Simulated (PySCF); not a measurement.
2-methylideneimidazole (C₄H₄N₂), SMILES C=C1N=CC=N1. Atoms are numbered in the order given.

```xyz
10

C      0.0000     0.0000     2.0333
C      0.0000     0.0000     0.6873
N      0.0000    -1.1765    -0.0949
C      0.0000    -0.7394    -1.3149
C      0.0000     0.7394    -1.3149
N      0.0000     1.1765    -0.0949
H      0.0000     0.9456     2.5773
H      0.0000    -0.9456     2.5773
H      0.0000    -1.4014    -2.1854
H      0.0000     1.4014    -2.1854
```
Charge 0, spin multiplicity 1.

The structure is a stationary point at B3LYP-D3(BJ)/def2-SVP.

Method: PBE/def2-TZVP run with PySCF.

Symmetry labels are those of the subgroup C2v that the program uses (full group C2v).

Computed valence orbital energies around the gap with their symmetry:
| orbital | symmetry | energy (eV) |
|---|---|---|
| HOMO−7 | B2 | -11.50 |
| HOMO−6 | B1 | -10.81 |
| HOMO−5 | A1 | -10.21 |
| HOMO−4 | B2 | -9.87 |
| HOMO−3 | A2 | -7.38 |
| HOMO−2 | A1 | -7.15 |
| HOMO−1 | B1 | -7.14 |
| HOMO | B2 | -6.50 |
| LUMO | B1 | -3.67 |
| LUMO+1 | A2 | -0.07 |
| LUMO+2 | B1 | 0.60 |
| LUMO+3 | A1 | 1.37 |
